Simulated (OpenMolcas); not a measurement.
## Co7+, Rh7+, Ir7+: d2 down the group

```yaml
Program: OpenMolcas 26.06
Method: RASSCF
Basis: ANO-RCC-VTZP
Scalar_Hamiltonian: DKH2, point nucleus
Spin-orbit_coupling: RASSI with atomic mean-field integrals over the reference wave functions, term energies averaged over their components
```

Active space for each ion: 8 electrons in 8 orbitals (RAS1 p, at most 2 holes; RAS2 d).

Computed levels in cm-1 above 3F2:

| Level | Co7+ | Rh7+ | Ir7+ |
| --- | --- | --- | --- |
| 3F3 | 1410 | 3619 | 13357 |
| 3F4 | 3151 | 7492 | 23272 |
| 3P0 | 24981 | 17667 | 18962 |
| 3P1 | 25509 | 19332 | 27615 |
| 3P2 | 26693 | 23194 | 42095 |
| 1G4 | 35885 | 27763 | 40148 |
| 1S0 | 75275 | 55492 | 68604 |
| weight of 3F in the lowest level (%) | 100 | 97 | 87 |

Mixed levels, with the weight of the term that names them: Rh7+ 3P2 (71 %), Ir7+ 3P2 (55 %).

Measured, with the error of the calculation in %. Measured levels: Co7+ from Sugar and Corliss, J. Phys. Chem. Ref. Data 10, 1097 (1981); Ir7+ from van het Hof, Joshi, Wyart and Sugar, J. Res. Natl. Inst. Stand. Technol. 100, 687 (1995).

```tsv
Level	Co7+	Ir7+
3F3	1430 (-1.4)	12672 (+5.4)
3F4	3144 (+0.2)	21615 (+7.7)
3P0	22304 (+12.0)	17254 (+9.9)
3P1	22839 (+11.7)	25221 (+9.5)
3P2	24055 (+11.0)	
1G4	32360 (+10.9)	36253 (+10.7)
1S0	74247 (+1.4)	65022 (+5.5)
```

The fine-structure level 3F4 changes by a factor of 7.39 from Co7+ to Ir7+.

Without spin-orbit coupling 3P lies 24094, 15705, 14237 cm-1 above 3F in that order; the difference to the level 3P0, of either sign, comes from spin-orbit coupling, which also lowers the zero.

Without dynamic correlation excited terms often stand tens of per cent too high (terms of higher spin than the ground term too low), and those without a measured partner can miss by more than the paired ones. Active for correlation alone: 3p; no level in the range computed is led by a configuration that opens it, so any true level of that kind is missing (holds for Co7+). Active for correlation alone: 4p; no level in the range computed is led by a configuration that opens it, so any true level of that kind is missing (holds for Rh7+). Active for correlation alone: 5p; no level in the range computed is led by a configuration that opens it, so any true level of that kind is missing (holds for Ir7+). Measured partners are found by configuration, term and J. A level has none where our copy of the source lacks it or the pairing is in doubt (some pairs that miss far off the trend of their configuration count as doubtful), and it then counts in no deviation. Levels of configurations outside the active space are missing.
